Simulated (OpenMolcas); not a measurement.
Mn4+ with 6 ligands (fluoride) in octahedral coordination (Oh). A charge of +0.333 e stands 3.2 Å behind each ligand. Ligand basis ANO-RCC-VDZP.

* Program: OpenMolcas
* Method: CASSCF
* Basis: ANO-RCC-VDZP [5s4p2d1f]
* Scalar Hamiltonian: DKH2, point nucleus
* Active space: 3 electrons in 5 orbitals (3d)
* State averaging: 2S+1 = 4 even, 10 roots; 2S+1 = 2 even, 40 roots
* Spin-orbit coupling: RASSI with atomic mean-field integrals over the reference wave functions

All ligands move together. At R = 1.74 Å the first state of the same spin is 24389 cm-1, and at R = 1.9 Å it is 17535 cm-1.

**Question.** A third run gives 19669 cm-1. What distance was it run at?

**Answer.** With a power law R^-n the two known points give n = -ln(17535 / 24389) / ln(1.9 / 1.74) = 3.75. Then R = 1.74 × (24389 / 19669)^(1/3.75) = 1.843 Å. The run was at 1.84 Å, so the estimate is off by +0.003 Å.

Without dynamic correlation the repulsion within the d shell is too large (B by tens of per cent), so at a given field states of lower spin stand too high. Ligand-to-metal charge-transfer states are missing. With no ligand orbital active B as a rule stays too high, so bands that hang on it stand too high and its fall with covalency is understated. With metal d orbitals alone and no dynamic correlation the field as a rule comes out too small, by tens of per cent, by up to half for chloride and softer ligands. The least metal-like active orbital is 79 % on the metal (Löwdin) and no ligand orbital is active, so the numbers are rough (holds for R = 1.74). The least metal-like active orbital is 80 % on the metal (Löwdin) and no ligand orbital is active, so the numbers are rough (holds for R = 1.84; R = 1.9). No measured value stands beside these numbers; the geometry was imposed, not optimised, and the real ion may take another.
